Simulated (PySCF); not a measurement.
**AsF and its ions**

PBEsol; As def2-TZVPPD, F def2-TZVPPD; no relativity (PySCF 2.14). Neutral (UKS): triplet (π ↑↑), Re = 1.755 Å, ωe = 670 cm⁻¹, De = 4.94 eV, HOMO -5.56 eV, LUMO -3.77 eV.

AsF⁻ (UKS): doublet (π ↑), Re = 1.857 Å, ωe = 520 cm⁻¹, De = 1.92 eV to As + F⁻. The energies at the minima are -2333.46656 hartree for AsF and -2333.49186 for AsF⁻.

Question: Work out the adiabatic electron affinity, without and with harmonic zero-point energies (1 hartree = 27.2114 eV, 1 eV = 8065.5 cm⁻¹), and the change of the bond length.

Answer: At PBEsol: 0.02530 hartree = 0.688 eV between the minima; the zero-point term (670.0 − 520.0)/2 cm⁻¹ = +0.009 eV makes it 0.698 eV. Re changes by +10.2 pm against the neutral. The electron enters a π orbital, and the longer bond of the ion fits an antibonding orbital, or a change in how ionic the bond is.

Spin–orbit coupling is left out. For an ion De counts to the pair picked by the measured ionisation energies or electron affinities, which need not be the lowest pair at this level. The highest Kohn–Sham level is positive in this anion. Much of that is self-interaction error, but it also means that the finite basis helps to hold the extra electron. States were picked by a PBE0 search and need not be the measured ground states.
